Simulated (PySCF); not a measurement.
A calculated (UHF, PySCF 2.14, cc-pVDZ-DK, the spin-free X2C one-electron Hamiltonian (Gaussian nucleus)) atom or ion has these occupied shells.

```tsv
shell	electrons	orbital energy (eV)	rms radius, mean of both spins (bohr)
1s α	1	-5025.3	0.0804
1s β	1	-5025.3	0.0804
2s α	1	-597.08	0.350
2s β	1	-596.03	0.350
2p α	3	-492.80	0.320
2p β	3	-491.82	0.320
3s α	1	-88.182	1.08
3s β	1	-84.367	1.08
3p α	3	-58.392	1.18
3p β	3	-53.958	1.18
3d α	2	-19.259	1.63
4s α	1	-13.043	3.50
```

Question: Name the element and its charge.

Answer: Ti⁺ (titanium, charge +1), in [Ar] 3d2 4s1, high-spin 4F determinant.
